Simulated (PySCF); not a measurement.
# How the method changes the shape and vibrations of AlGeH3O2

All numbers below are calculated, not measured. They come from PySCF 2.14.0, an open-source quantum chemistry program, on an isolated molecule that a program drew, which may never have been made. The molecule is AlGeH3O2 (charge 0, singlet), drawn as the SMILES string `[OH][Al]([OH])[GeH]`.

The geometry was optimised and harmonic frequencies were computed with HF and MP2, all in the cc-pV(D+d)Z basis, for the commonest isotopes, with a restricted reference for singlets and an unrestricted one otherwise, and a frozen core in MP2. Germanium has the cc-pVDZ-PP basis, with a core potential (ECP10MDF) in place of its 10 inner electrons, and its 3s, 3p and 3d shells are frozen in MP2. Each result is a local minimum of its method.

Geometry at the HF minimum:
```xyz
7
AlGeH3O2, angstrom
O     1.4079   -1.2792    2.3377
Al    0.0977   -1.6946    1.3519
O    -0.1981   -0.9367   -0.1310
Ge   -1.4414   -3.5880    2.0905
H     2.0879   -0.6330    2.2531
H     0.2398   -0.2386   -0.5870
H    -2.3793   -2.5529    2.8444
```

Lengths of the bonds as drawn, in Å (atoms numbered as above):
| bond | HF | MP2 |
|---|---|---|
| O1-Al2 | 1.691 | 1.716 |
| Al2-O3 | 1.691 | 1.716 |
| Al2-Ge4 | 2.549 | 2.552 |
| O1-H5 | 0.942 | 0.963 |
| O3-H6 | 0.942 | 0.963 |
| Ge4-H7 | 1.587 | 1.597 |

Rotational constants, in GHz:
| constant | HF | MP2 |
|---|---|---|
| A | 6.423 | 6.144 |
| B | 1.555 | 1.566 |
| C | 1.268 | 1.264 |

Harmonic frequencies in cm^-1, each column in rising order, so a row needn't be the same motion in every method:
| rank | HF | MP2 |
|---|---|---|
| 1 | 98 | 91 |
| 2 | 177 | 162 |
| 3 | 188 | 178 |
| 4 | 195 | 181 |
| 5 | 288 | 238 |
| 6 | 338 | 325 |
| 7 | 374 | 328 |
| 8 | 512 | 518 |
| 9 | 565 | 535 |
| 10 | 589 | 591 |
| 11 | 833 | ? |
| 12 | 925 | 891 |
| 13 | 1983 | 1943 |
| 14 | 4227 | 3932 |
| 15 | 4230 | 3935 |

**Estimate the missing MP2 frequency from the HF column.**

A single factor s that minimises the squared misfit of MP2 against s times HF over the other rows is sum(HF x MP2) / sum(HF^2) = 0.9365, with an rms misfit of 32 cm^-1. For rank 11 it gives 0.9365 x 833 = 780 cm^-1. The calculation gives 798 cm^-1, 18 cm^-1 above the estimate. The drawn bonds are on average 1.4 % longer in MP2 than in HF.
